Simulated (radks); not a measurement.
Numerical settings for neutral manganese, [Ar] 3d5 4s2. Method: scalar-relativistic Kohn-Sham, BLYP, spin-polarised, spherical densities, point nucleus; open shells are filled with parallel spins first; computed with a radial shooting solver on a logarithmic mesh with Libxc functionals. The defaults (mesh step 0.008 in ln r, mesh end at 40 bohr or more with all orbitals vanishing there, Anderson mixing 0.5 over 9 steps, residual threshold near 1e-9 with the energy settled to 1e-9 hartree or 1e-11 of itself, here a cap of 74 iterations) give E = -1158.7990 hartree and 4s at -4.489 eV in 14 iterations. Run on one thread of a shared host, so times are rough (Arm Neoverse N1): 0.22 s of CPU time, 0.22 s wall, 14 iterations on 2669 mesh points. One setting is changed at a time: mesh step in ln r 0.03; mesh step in ln r 0.003; mesh step in ln r 0.012; mesh end (bohr) 20; mesh end (bohr) 8; residual threshold 1e-16; residual threshold 0.001; mixing 0.2; linear mixing, mixing 0.05; linear mixing, mixing 1; mixing history 20; iteration cap 5. Which runs fail to converge, and which converge to a wrong energy?

Answer. Not converged within the cap: residual threshold 1e-16; linear mixing, mixing 0.05; linear mixing, mixing 1; iteration cap 5. Settings that end as converged yet miss the energy by more than 1 mhartree: mesh end (bohr) 8 (+0.00432 hartree).
